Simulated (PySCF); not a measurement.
**Al⁺: excitation energy**

Al⁺ [Ne] 3s2 (1S) → Al⁺ [Ne] 3s1 3p1 (3P), as a difference of total energies. Computed with PySCF 2.14 in x2c-TZVPPall with one added diffuse shell each of s, p, d type (6s6p4d1f, 51 functions), with scalar relativity by spin-free X2C-1e. Correlated levels: valence: [Ne] frozen; valence and next inner shell: 1s2 frozen. The calculations carry no spin-orbit coupling.

```tsv
method	excitation energy (eV)
UHF	3.576
LDA	4.736
PBE	4.556
PBE0	4.430
r2SCAN	4.146
M06	4.838
TPSS	4.414
wB97X-V	4.581
revPBE	4.466
MP2 (valence)	4.261
SCS-MP2 (valence)	4.455
MP2 (valence and next inner shell)	4.436
SCS-MP2 (valence and next inner shell)	4.593
```

**Question.** How much does correlation contribute at MP2 (valence and next inner shell)?

**Answer.** 4.436 − (3.576) = 0.860 eV, measured against UHF.

Errors of the correlated levels include the incompleteness of this basis and the frozen core.

For comparison: 4.651 eV (measured; NIST levels, between the centres of gravity of the two terms).
